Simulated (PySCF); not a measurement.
## Sc⁺ (scandium, charge +1) across methods

[Ar] 3d1 4s1, high-spin 3D determinant. All numbers are calculated (PySCF 2.14, the non-relativistic Hamiltonian (point nucleus), in aug-cc-pV5Z (10s9p7d5f4g3h2i, 202 functions)).

| method | E (hartree) | mean ε 3p β (eV) | mean ε 3d α (eV) | mean ε 4s α (eV) | Σ⟨r²⟩ (bohr²) | ⟨S²⟩ |
| --- | --- | --- | --- | --- | --- | --- |
| r2SCAN | -760.350 | -40.823 | -11.209 | -10.266 | 29.72 | 2.001 |
| UHF | -759.54386 | -48.633 | -16.590 | -12.224 | 30.41 | 2.002 |
| PBE | -760.158 | -40.024 | -10.873 | -10.133 | 29.77 | 2.001 |
| LDA | -758.436 | -40.096 | -10.789 | -10.320 | 29.58 | 2.000 |

Task: Estimate the same row for PBE0.

Result: E (hartree) = -760.202; mean ε 3p β (eV) = -42.472; mean ε 3d α (eV) = -12.423; mean ε 4s α (eV) = -10.753; Σ⟨r²⟩ (bohr²) = 29.76; ⟨S²⟩ = 2.001.
